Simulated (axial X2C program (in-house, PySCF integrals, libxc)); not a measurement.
## GeH⁻ with a deliberately poor setting

Computed with an axial X2C code built on PySCF integrals.

The run was started with this input:
```json
{"zs": [32, 1], "q": -1, "bas": ["dyall-av3z", "dyall-av3z"], "levels": ["PBE0", "HF", "M06", "B97-3"], "cc": false, "r0": 1.53, "npts": 10, "nst": 2, "ntry": 6, "opt": {"nrad": 45, "nth": 14}}
```
```bash
python so2c.py task.json out
```

Keys: zs atomic numbers; q charge; bas basis sets; levels methods; cc coupled cluster on or off; r0 starting distance in Å; npts points on the curve; nst determinants followed; ntry starts of the search; nrad radial grid points; nth angular grid points. HF also brings MP2.

One numerical setting was spoiled on purpose. Which, and what came out?

Integration grid too coarse. The grid acts on the functional rows and the state search only. States: spin-free M_S = 1, Λ = 0; 2c Ω = 1. The apparent results, which are not to be taken for properties of GeH⁻:

```tsv
Hamiltonian	level	points converged	Re (Å)	ωe (cm⁻¹)	De (eV)	curve-fit residual (μEh)
spin-free	PBE0	10 of 10	1.625	1703	2.74	0.24
spin-free	HF	10 of 10	1.617	1758	1.86	0.0039
spin-free	MP2	10 of 10	1.605	1761	2.58	0.0089
spin-free	M06	10 of 10	1.634	1638	2.95	0.17
spin-free	B97-3	10 of 10	1.631	1672	2.80	0.27
2c	PBE0	10 of 10	1.625	1702	2.74	0.24
2c	HF	10 of 10	1.617	1757	1.86	0.0038
2c	MP2	10 of 10	1.606	1760	2.58	0.038
2c	M06	10 of 10	1.634	1636	2.94	0.16
2c	B97-3	10 of 10	1.632	1671	2.80	0.27
```
